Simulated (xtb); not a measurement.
xtb input (GFN-FF):

```bash
xtb mol.xyz --gfnff --opt tight --chrg 0 --uhf 0
```
mol.xyz:
```
14

C     -3.17117838    -0.89947288     0.73249435
C     -2.34127852    -0.37361522    -0.16080218
C     -1.22137835     0.54242604     0.17791778
Se     0.51151061    -0.39870466    -0.09702058
C      1.60360822     1.14547987    -0.34496987
C      2.89298338     1.20188952    -0.03677966
H     -3.08065457    -0.67580917     1.78934274
H     -3.96902766    -1.56872824     0.43891876
H     -2.44718493    -0.62815570    -1.21082661
H     -1.26793147     0.87972314     1.21070868
H     -1.19154002     1.40517254    -0.48758708
H      1.10114812     1.97958641    -0.82258515
H      3.40855784     0.38270519     0.44865183
H      3.47873368     2.08122027    -0.27508632
```

End of the output:

```
         :::::::::::::::::::::::::::::::::::::::::::::::::::::
         ::                     SUMMARY                     ::
         :::::::::::::::::::::::::::::::::::::::::::::::::::::
         :: total energy              -2.207286528570 Eh    ::
         :: gradient norm              0.000255663262 Eh/a0 ::
         ::.................................................::
         :: bond energy               -2.320459086758 Eh    ::
         :: angle energy               0.001493659931 Eh    ::
         :: torsion energy             0.000999250497 Eh    ::
         :: repulsion energy           0.127489135020 Eh    ::
         :: electrostat energy        -0.007706991397 Eh    ::
         :: dispersion energy         -0.007599388775 Eh    ::
         :: HB energy                 -0.000000892923 Eh    ::
         :: XB energy                  0.000000000000 Eh    ::
         :: bonded atm energy         -0.001502214167 Eh    ::
         :: external energy            0.000000000000 Eh    ::
         :: add. restraining           0.000000000000 Eh    ::
         :: total charge               0.000000000000 e     ::
         :::::::::::::::::::::::::::::::::::::::::::::::::::::

           -------------------------------------------------
          |                Property Printout                |
           -------------------------------------------------

molecular dipole:
                 x           y           z       tot (Debye)
 q only:       -0.135       0.290       0.276       1.073
           -------------------------------------------------
          |                Geometry Summary                 |
           -------------------------------------------------

      molecular mass/u    :      147.0765941
   center of mass at/Å    :       -0.0649549      -0.0457855      -0.4224622
Note: The following floating-point exceptions are signalling: IEEE_UNDERFLOW_FLAG IEEE_DENORMAL
normal termination of xtb
  moments of inertia/u·Å² :        0.9761770E+02   0.3669369E+03   0.4083833E+03
rotational constants/cm⁻¹ :        0.1726903E+00   0.4594150E-01   0.4127895E-01

 * 13 selected distances

     #   Z          #   Z                                           value/Å
     1   6 C        2   6 C                                       1.3179504
     2   6 C        3   6 C                                       1.4817978
     3   6 C        4  34 Se                                      1.9289210 (max)
     4  34 Se       5   6 C                                       1.8891994
     5   6 C        6   6 C                                       1.3124949
     1   6 C        7   1 H                                       1.0718856 (min)
     1   6 C        8   1 H                                       1.0729285
     2   6 C        9   1 H                                       1.0800380
     3   6 C       10   1 H                                       1.0924804
     3   6 C       11   1 H                                       1.0931137
     5   6 C       12   1 H                                       1.0744717
     6   6 C       13   1 H                                       1.0729222
     6   6 C       14   1 H                                       1.0741859

 * 3 distinct bonds (by element types)

   Z      Z             #   av. dist./Å        max./Å        min./Å
   1 H    6 C           8     1.0790033     1.0931137     1.0718856
   6 C    6 C           3     1.3707477     1.4817978     1.3124949
   6 C   34 Se          2     1.9090602     1.9289210     1.8891994

optimized geometry written to: xtbopt.xyz

           -------------------------------------------------
          | TOTAL ENERGY               -2.207286528570 Eh   |
          | GRADIENT NORM               0.000255663262 Eh/α |
           -------------------------------------------------
########################################################################
[WARNING] Runtime exception occurred
-1- gfnff_setup: Could not read topology file.
########################################################################

------------------------------------------------------------------------
------------------------------------------------------------------------
 total:
 SCF:
 ANC optimizer:
```
